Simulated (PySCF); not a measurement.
Species: C6H11OP.
SMILES with atom numbers: `[CH2:1]=[CH:2][CH2:3][P@@:4]1(=[O:5])[CH2:6][C@H:7]1[CH3:8]`

Geometry (GFN2-xTB, Å), atoms numbered from 1 in this order:
```xyz
19
C6H11OP angstrom
C      2.567    0.263    0.982
C      2.112    0.521   -0.230
C      1.142   -0.345   -0.963
P     -0.383    0.660   -1.198
O     -0.268    1.861   -2.036
C     -1.905   -0.318   -1.096
C     -1.565    0.540    0.171
C     -1.350   -0.197    1.467
H      3.250    0.927    1.483
H      2.284   -0.627    1.520
H      2.402    1.422   -0.754
H      0.919   -1.261   -0.421
H      1.508   -0.582   -1.966
H     -2.756    0.005   -1.680
H     -1.870   -1.388   -0.950
H     -2.193    1.421    0.273
H     -0.867    0.447    2.200
H     -2.308   -0.522    1.873
H     -0.727   -1.075    1.318
```

NICS = −σ at a ghost point: NICS(0) at the centroid of the ring atoms, NICS(1) 1 Å to either side along the normal of their mean plane, zz for the tensor component along that normal. Level: GIAO PBE0/pcSseg-1 (PySCF, non-relativistic, gas phase) on the GFN2-xTB geometry, one conformer.

Ring bond lengths (Å), with Mayer bond orders in brackets: P4–C6 1.812 (0.88), C6–C7 1.567 (0.87), C7–P4 1.812 (0.85).

Task: Give the NICS values of each ring in ppm.

Result: 
```json
{"ring": "P4–C6–C7", "type": "3-membered ring with P; formal bonds all single", "NICS(0)": "-22.6", "NICS(1), two faces": "-4.6 / -7.5", "NICS(1)zz, two faces": "-8.9 / -12.7", "rms pucker (Å)": "0.00", "centre to ring atoms, mean (Å)": "1.00"}
```

Task: What can be read from them?

Result: 
- P4–C6–C7: mean NICS(1)zz -10.8 ppm, shielded. P4, C6, C7 have four or more neighbours, so the value isn't read as a sign of a π ring current. The two faces differ by 3.8 ppm, so no symmetry operation interchanges them. NICS(0) lies 17 ppm below the mean NICS(1).
